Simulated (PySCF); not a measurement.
Calculated properties of `CC#Cc1ncno1`

Species: C₅H₄N₂O.
Atom-mapped SMILES: `[CH3:1][C:2]#[C:3][c:4]1[n:5][cH:6][n:7][o:8]1` (hydrogens: H9, H10, H11 on C1; H12 on C6)

Among its groups: alkyne, pyridine-type ring nitrogen and aromatic ring with oxygen.

GFN2-xTB geometry:

```yaml
Rotational_constants_A_B_C_of_the_GFN2-xTB_geometry: 9.721, 1.048, 0.951 GHz
```

**PBE0/pcSseg-1 ground state and GIAO shieldings, non-relativistic (PySCF)**

```yaml
Dipole_moment: 3.13 D
HOMO_energy: -7.71 eV
LUMO_energy: -1.60 eV
HOMO–LUMO_gap: 6.11 eV
Lowest_Hirshfeld_atomic_charge: -0.19 e on N5
Highest_Hirshfeld_atomic_charge: +0.14 e on C4
13C_chemical_shifts_computed_TMS_as_zero_by_class: 169.0 (C4), 163.2 (C6), 108.3 (C2), 73.2 (C3), 5.6 (C1) ppm
1H_chemical_shifts_computed_TMS_as_zero_by_class: 8.49 (H12), 2.44 (H9/H10/H11) ppm
Isotropic_shieldings_of_nuclei_other_than_C_and_H_by_class: -139 (N7), -24 (N5), -95 (O8) ppm
Mayer_bond_orders_between_heavy_atoms: C1–C2 1.24, C2–C3 2.13, C3–C4 0.97, C4–N5 1.57, N5–C6 1.32, C6–N7 1.66, N7–O8 1.00, O8–C4 1.09
```

Monoisotopic mass from the formula: 108.0324 u.

The dipole equals about 10.4 × 10⁻³⁰ C·m (1 D = 3.33564 × 10⁻³⁰ C·m). With B = h/(8π²I), that is 505.379 GHz u Å² over I, the principal moments of inertia are 52.0, 482.3 and 531.1 u Å² (most abundant isotopes). The rotational constants make it an asymmetric top with κ = (2B − A − C)/(A − C) = -0.98, nearer the prolate limit (−1).

Isolated species at its GFN2-xTB geometry, gas phase.

For the NMR shielding job (PBE0/pcSseg-1), the run took 17 s on an Arm Neoverse V1 with one thread, on a shared host.
